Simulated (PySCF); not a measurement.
Compound: C₃H₈Si.
Numbering: `[CH2:1]1[CH2:2][SiH2:3][CH2:4]1` (hydrogens: H5, H6 on C1; H7, H8 on C2; H9, H10 on Si3; H11, H12 on C4)

Cartesian coordinates in Å at the PBE0-D3(BJ)/def2-SVP level; atoms count from 1:
```
atom  x, y, z in Å
C1     0.4927   -0.9665   -0.1897
C2     1.1148    0.4381    0.0380
Si3   -0.6572    1.1110   -0.0459
C4    -0.9608   -0.7290    0.3023
H5     1.0218   -1.7948    0.3115
H6     0.4863   -1.1991   -1.2675
H7     1.8888    0.7546   -0.6751
H8     1.5221    0.5319    1.0579
H9    -1.0654    1.5274   -1.4244
H10   -1.1216    2.1543    0.9228
H11   -1.0478   -0.9119    1.3859
H12   -1.7526   -1.2939   -0.2092
```

Method used: PySCF 2.14.0, density-fitted response routines, TDDFT wB97X-D/def2-SVPD, vertical, gas phase, core orbitals frozen in the response.

Kohn–Sham orbitals with the atoms that hold most of them (Löwdin shares over 4%, at most four atoms; ? is withheld):

| orbital | ε (eV) | atoms |
| --- | --- | --- |
| LUMO+2 | 2.71 | Si3 38%, H9 11%, C1 9%, H10 8% |
| LUMO+1 | 2.30 | Si3 34%, C1 10%, C4 8%, C2 8% |
| LUMO | 2.08 | Si3 32%, H10 12%, C2 12%, C4 12% |
| HOMO | -9.73 | ? |
| HOMO-1 | -10.10 | ? |
| HOMO-2 | -10.88 | Si3 22%, H10 14%, H9 14%, C2 10% |
| HOMO-3 | -11.65 | C1 32%, C4 24%, C2 24%, H7 6% |

Which atoms hold the HOMO-1, and with what shares?

C2 (bonded to C, Si and 2 H) 28%; C4 (bonded to C, Si and 2 H) 28%; Si3 (bonded to 2 C and 2 H) 24%; H12 (bonded to C) 5%. By element: carbon 55% or more, silicon 24%, hydrogen 5% or more.

Give the leading atoms of the HOMO.

Si3 (bonded to 2 C and 2 H) 20%; C1 (bonded to 2 C and 2 H) 19%; C2 (bonded to C, Si and 2 H) 17%; C4 (bonded to C, Si and 2 H) 17%. By element: carbon 53%, silicon 20%.

The HOMO–LUMO gap is 11.80 eV. Where does the response calculation put the lowest singlet, and from which orbitals?

S1 is at 7.18 eV (f = 0.020), 4.62 eV below the gap, made of HOMO→LUMO (94%). 

Give energy, strength and leading configuration of S1, S2, S3, S4 and S5, and follow the Löwdin shares of the leading atoms from the occupied to the empty orbital.

- S1 (7.18 eV, f 0.020), HOMO→LUMO (94%): Si3 20% → 32%, C1 19% → at most 12%, H10 at most 18% → 12%
- S2 (7.74 eV, f 0.0022), HOMO→LUMO+1 (81%): Si3 20% → 34%, C1 19% → 10%
- S3 (7.80 eV, f 0.102), HOMO-1→LUMO (83%): C2 28% → 12%, C4 28% → 12%, Si3 24% → 32%, H10 at most 5% → 12%
- S4 (8.02 eV, f 0.024), HOMO-1→LUMO+1 (81%): C2 28% → 8%, C4 28% → 8%, Si3 24% → 34%, C1 at most 5% → 10%
- S5 (8.20 eV, f 0.0005), HOMO-2→LUMO (78%): Si3 22% → 32%, H10 14% → 12%

Without π bonds the low states are Rydberg-like; a valence basis with one diffuse set may place them up to an eV too high.
